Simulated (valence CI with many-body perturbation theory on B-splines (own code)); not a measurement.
## Energy levels of Pd³⁹⁺

Calculated by valence CI with perturbative core correlation (CI+MBPT): five valence electrons over a frozen Dirac-Fock core [He], a basis of 9 s, 9 p, 8 d, 6 f, 3 g, 1 h functions for each j, with the one-electron correlation potential Σ1 (screened to all orders), the two-electron term Σ2, the three-electron term Σ3, Breit, model QED; selected single and double excitations, second order for the rest (own B-spline code, finite nucleus).

The last digits are not significant, and no measured levels were compared; by estimate large intervals hold to a few tenths of a per cent, small ones and those within an open d or f shell to about a per cent. Among the levels kept, up to 1700 cm⁻¹ of a level comes from second order outside the variational space, and about a tenth of that is noise between levels of different J, which matters for small intervals.

Levels 46 to 84 of 84, with energies above the lowest level, (2s^2 2p1/2^2 2p3/2) J=3/2. "Leading %" is the weight of the configuration and term that name the level; weights of strongly mixed levels are sums over their largest components and can fall short. In the jj column 3d3/2^4 stands for four electrons in 3d with j = 3/2. Lifetimes count E1, E2, E3, M1 and M2 decay at the calculated energies, and are blank where another channel may lead or the interval is too uncertain; long ones can be off by a factor of two.

```tsv
No.	Configuration	Term	J	E (eV)	Leading %	Lifetime	Second component	g	Leading jj
46	2s2 2p2 3s	2P	3/2	3581.3	38	11.4 fs	29 % 2s2 2p2 3s 2D	1.153	2s^2 2p3/2^2 3s (73 %)
47	2s2 2p2 3d	2G	9/2	3583.6	57	89.2 ps	42 % 2s2 2p2 3d 4F	1.197	2s^2 2p1/2 2p3/2 3d5/2 (99 %)
48	2s2 2p2 3d	4D	5/2	3584.9	36	4.46 fs	31 % 2s2 2p2 3d 2F	1.159	2s^2 2p1/2 2p3/2 3d5/2 (58 %)
49	2s2 2p2 3d	4P	3/2	3585.5	42	4.16 fs	25 % 2s2 2p2 3d 2P	1.383	2s^2 2p1/2 2p3/2 3d3/2 (56 %)
50	2s2 2p2 3d	4P	1/2	3587.6	41	3.68 fs	30 % 2s2 2p2 3d 2S	1.876	2s^2 2p1/2 2p3/2 3d3/2 (95 %)
51	2s2 2p2 3d	2D	5/2	3596.7	55	4.08 fs	18 % 2s2 2p2 3d 4P	1.232	2s^2 2p1/2 2p3/2 3d5/2 (82 %)
52	2s2 2p2 3d	2F	7/2	3599.7	60	3.58 fs	24 % 2s2 2p2 3d 2G	1.102	2s^2 2p1/2 2p3/2 3d5/2 (90 %)
53	2s 2p3 3p	6P	3/2	3600.2	32	41.0 fs	21 % 2s 2p3 3p 4P	1.752	2s 2p1/2^2 2p3/2 3p1/2 (79 %)
54	2s 2p3 3s	4D°	1/2	3600.3	43	35.8 fs	34 % 2s 2p3 3s 2P°	0.697	2s 2p1/2^2 2p3/2 3s (92 %)
55	2s2 2p2 3d	2D	3/2	3601.4	59	5.85 fs	20 % 2s2 2p2 3d 2P	1.025	2s^2 2p1/2 2p3/2 3d5/2 (85 %)
56	2s2 2p2 3d	2P	1/2	3601.7	54	4.67 fs	21 % 2s2 2p2 3d 2S	1.213	2s^2 2p1/2 2p3/2 3d5/2 (76 %)
57	2s 2p3 3p	6P	5/2	3603.1	25	46.5 fs	23 % 2s 2p3 3p 4P	1.454	2s 2p1/2^2 2p3/2 3p1/2 (81 %)
58	2s 2p3 3s	2P°	3/2	3603.3	28	66.9 fs	21 % 2s 2p3 3s 2D°	1.355	2s 2p1/2^2 2p3/2 3s (94 %)
59	2s2 2p2 3s	2S	1/2	3612.8	57	31.9 fs	13 % 2s2 2p2 3s 4P	1.786	2s^2 2p3/2^2 3s (77 %)
60	2s2 2p2 3p	2P°	3/2	3638.2	26	1.12 ps	21 % 2s2 2p2 3p 4P°	1.422	2s^2 2p3/2^2 3p1/2 (96 %)
61	2s2 2p2 3p	2D°	5/2	3641.8	44	2.78 ps	24 % 2s2 2p2 3p 2F°	1.181	2s^2 2p3/2^2 3p1/2 (96 %)
62	2s 2p3 3p	6P	7/2	3646.6	46	1.17 ps	38 % 2s 2p3 3p 4D	1.515	2s 2p1/2^2 2p3/2 3p3/2 (92 %)
63	2s 2p3 3p	4D	1/2	3650.8	37	92.2 fs	24 % 2s 2p3 3p 2P	1.042	2s 2p1/2^2 2p3/2 3p1/2 (84 %)
64	2s 2p3 3p	4P	3/2	3652.8	35	54.0 fs	14 % 2s 2p3 3p 4S	1.445	2s 2p1/2^2 2p3/2 3p3/2 (68 %)
65	2s 2p3 3p	2P	3/2	3653.7	29	19.9 fs	26 % 2s 2p3 3p 2D	1.085	2s 2p1/2^2 2p3/2 3p1/2 (69 %)
66	2s 2p3 3p	4P	5/2	3662.2	38	21.8 fs	22 % 2s 2p3 3p 6P	1.475	2s 2p1/2^2 2p3/2 3p3/2 (89 %)
67	2s 2p3 3p	4P	1/2	3666.8	42	10.8 fs	29 % 2s 2p3 3p 2P	1.801	2s 2p1/2^2 2p3/2 3p3/2 (82 %)
68	2s2 2p2 3p	2P°	1/2	3669.2	64	1.76 ps	20 % 2s2 2p2 3p 2S°	0.838	2s^2 2p3/2^2 3p1/2 (65 %)
69	2s2 2p2 3p	2D°	5/2	3676.0	51	1.90 ps	33 % 2s2 2p2 3p 4P°	1.296	2s^2 2p3/2^2 3p3/2 (95 %)
70	2s2 2p2 3p	4D°	7/2	3676.4	54	2.80 ps	40 % 2s2 2p2 3p 2F°	1.303	2s^2 2p3/2^2 3p3/2 (94 %)
71	2s2 2p2 3p	2P°	1/2	3681.5	74	3.31 ps	12 % 2s2 2p2 3p 2S°	1.027	2s^2 2p3/2^2 3p3/2 (66 %)
72	2s 2p3 3s	4D°	5/2	3694.0	44	51.7 fs	38 % 2s 2p3 3s 6S°	1.600	2s 2p1/2 2p3/2^2 3s (89 %)
73	2s2 2p2 3p	2P°	3/2	3703.1	43	106 fs	14 % 2s2 2p2 3p 2D°	1.310	2s^2 2p3/2^2 3p3/2 (74 %)
74	2s 2p3 3p	2D	5/2	3703.3	24	32.4 fs	20 % 2s 2p3 3p 4F	1.226	2s 2p1/2^2 2p3/2 3p3/2 (94 %)
75	2s 2p3 3d	6D°	5/2	3704.6	35	72.4 fs	28 % 2s 2p3 3d 4D°	1.370	2s 2p1/2^2 2p3/2 3d3/2 (89 %)
76	2s 2p3 3d	6D°	3/2	3706.3	44	33.2 fs	18 % 2s 2p3 3d 4P°	1.530	2s 2p1/2^2 2p3/2 3d3/2 (90 %)
77	2s 2p3 3d	6D°	7/2	3706.4	38	189 fs	21 % 2s 2p3 3d 4D°	1.373	2s 2p1/2^2 2p3/2 3d3/2 (70 %)
78	2s 2p3 3d	6D°	1/2	3707.0	47	109 fs	37 % 2s 2p3 3d 4P°	2.651	2s 2p1/2^2 2p3/2 3d3/2 (91 %)
79	2s 2p3 3s	4S°	3/2	3710.3	28	48.1 fs	21 % 2s 2p3 3s 4D°	1.406	2s 2p1/2 2p3/2^2 3s (68 %)
80	2s 2p3 3p	2P	3/2	3710.8	23	34.4 fs	21 % 2s 2p3 3p 4D	1.207	2s 2p1/2^2 2p3/2 3p3/2 (93 %)
81	2s 2p3 3p	4P	1/2	3714.3	50	290 fs	12 % 2s 2p3 3p 2S	1.825	2s 2p1/2^2 2p3/2 3p3/2 (93 %)
82	2s 2p3 3d	6D°	9/2	3715.0	46	65.4 ps	38 % 2s 2p3 3d 4F°	1.402	2s 2p1/2^2 2p3/2 3d5/2 (92 %)
83	2s2 2p2 3p	2P°	3/2	3717.9	54	329 fs	13 % 2s2 2p2 3p 2D°	1.311	2s^2 2p3/2^2 3p3/2 (89 %)
84	2s 2p3 3s	4D°	7/2	3722.7	89	18.7 fs		1.403	2s 2p1/2 2p3/2^2 3s (89 %)
```

Where two levels of one J and parity lie close, their mixing, g and order are uncertain.
